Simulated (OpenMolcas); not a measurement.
**Fe3+: effect of the metal basis**

Fe3+ with its 6 nearest oxide ions at 2.053 Å, on the Mg site of MgO (a = 4.2112 Å, distance in the model lattice 2.106 Å). The rest of the host is ab initio model potentials to 7.6 Å and point charges beyond; the distance is set by hand and nothing relaxes, and no local charge compensation is placed.

```json
{
 "Program": "OpenMolcas 26.06",
 "Method": "CASSCF",
 "Spin-orbit coupling": "RASSI with atomic mean-field integrals over the reference wave functions"
}
```

Fixed: ligand basis ANO-RCC-VDZP, active space 5 electrons in 5 orbitals (3d), DKH2 Hamiltonian.

States (labels of O, the rotations of Oh). Energies in cm-1 above the lowest state or level, χT in cm3 K/mol; 10Dq and B are least-squares fits to the states below 45000 cm-1, weighted by degeneracy, with a free offset, and given where the rms deviation is under 5 % of |10Dq| (or 100 cm-1) and under 700 cm-1.

| Run | Metal basis | Ground state | 10Dq | B (rms of fit) | First gap with spin-orbit (degeneracies) | χT at 300 K | First state of another spin | Cost |
| --- | --- | --- | --- | --- | --- | --- | --- | --- |
| A | ANO-RCC-VDZP | 6A1 | 13166 | 1167 (260) | 22012 (6, 2) | 4.385 | 4T1 22140 | roughly 40 core-seconds |
| B | ANO-RCC-VTZP | 6A1 | 12648 | 1171 (210) | 22993 (6, 2) | 4.385 | 4T1 23114 | roughly 60 core-seconds |

Against A, |10Dq| changes by -3.9 % in B.

Costs are those of the RASSCF and RASSI steps.

Without dynamic correlation the repulsion within the d shell is too large (B by tens of per cent), so at a given field states of lower spin stand too high. Ligand-to-metal charge-transfer states are missing. With no ligand orbital active B as a rule stays too high, so bands that hang on it stand too high and its fall with covalency is understated. With metal d orbitals alone and no dynamic correlation 10Dq can be off by a tenth to a fifth, either way, in oxide and fluoride hosts. No measured value stands beside these numbers; the geometry was set by hand and not optimised.
